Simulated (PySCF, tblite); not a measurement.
A set of runs on `[c+]1(F)scc([se]1)F`; the geometry of each is named by its level. Settings lines and outputs come from a driver script.

Species: C3HF2SSe (charge +1).
Bonds: F1–C2, C2–C3 (aromatic), C3–S4 (aromatic), S4–C5 (aromatic), C5–F6, C5–Se7 (aromatic), C2–Se7 (aromatic). Hydrogens: H8 on C3.

Step 1: GFN2-xTB geometry optimisation, gas phase (tblite 0.8.0) (from a force-field or distance-geometry start)
```json
{"job": {"kind": "relax", "xc": "GFN2-xTB", "basis": "xTB"}, "charge": 1, "multiplicity": 1}
```
```
step      E/eV     max force
  0    -604.33634    7.274
  1    -605.56274    2.721
  2    -605.98387    4.304
...
 13    -606.74332    0.055
 14    -606.74351    0.045
 15    -606.74359    0.025
 16    -606.74361    0.012
 17    -606.74362    0.007
```

Energy lowered by 55.5 kcal/mol over 17 steps; largest atomic force 0.007 eV/Å at the end. «max force» is the largest atomic force in eV/Å.

On an Arm Neoverse N1 with one thread, no GPU, shared host, this took 0.15 s of wall time.

Step 2: GFN2-xTB harmonic vibrations, gas phase (tblite 0.8.0) (on the GFN2-xTB geometry)
```json
{"job": {"kind": "ir", "xc": "GFN2-xTB", "basis": "xTB"}, "charge": 1, "multiplicity": 1}
```
```
(table of modes left out)
```

18 modes from 126 to 3085 cm⁻¹ (unscaled, harmonic); zero-point energy 20.5 kcal/mol; all wavenumbers are real at this level.

On Arm Neoverse N1, one thread, no GPU, on a shared host, this took 0.34 s of wall time.

Step 3: TDDFT B3LYP/def2-SVPD, vertical, gas phase, core orbitals frozen in the response (PySCF 2.14.0, density-fitted response routines) (on the GFN2-xTB geometry)
```json
{"job": {"kind": "uv", "xc": "B3LYP", "basis": "def2-SVPD", "nstates": 8, "ntriplets": 3}, "charge": 1, "multiplicity": 1}
```
```
...
Static polarisability (au): isotropic 69.750, principal 43.516 78.729 87.003
Singlet excitations
state   eV       nm        f      main configurations
  1   4.1055    302.0   0.03980   H->L 0.96
  2   4.6747    265.2   0.00001   H->L+1 1.00
  3   5.1459    240.9   0.08895   H-1->L 0.88
  4   5.5231    224.5   0.00000   H-1->L+1 0.99
  5   6.2050    199.8   0.00002   H-2->L 0.80, H-3->L 0.17
  6   6.4517    192.2   0.00219   H-3->L 0.81, H-2->L 0.18
  7   6.6694    185.9   0.14114   H->L+2 0.75, H-4->L 0.09
  8   6.7424    183.9   0.00026   H->L+3 0.98
Triplet excitations (Tamm-Dancoff, eV): 2.7784 3.7418 4.4152
```

HOMO -12.95 eV, LUMO -8.37 eV; lowest singlet 4.11 eV; lowest triplet 2.78 eV (Tamm–Dancoff); mean polarisability 69.7 au.

The run took 50 s wall (with the writing of density and orbital grids) on one thread, Arm Neoverse N1 (aarch64), shared host, and the process peaked at 0.75 GiB of memory.

Geometry of the electronic-property runs (GFN2-xTB):
```
atom  x, y, z in Å
F1    -2.0980    1.2493    0.5315
C2    -0.9615    0.6054    0.4509
C3    -0.8696   -0.7302    0.2901
S4     0.6961   -1.4311    0.2011
C5     1.5245    0.0403    0.3773
F6     2.8301    0.0310    0.3741
Se7    0.6198    1.6208    0.5696
H8    -1.7322   -1.3761    0.2156
```

 (This holds for the electronic-property runs.)
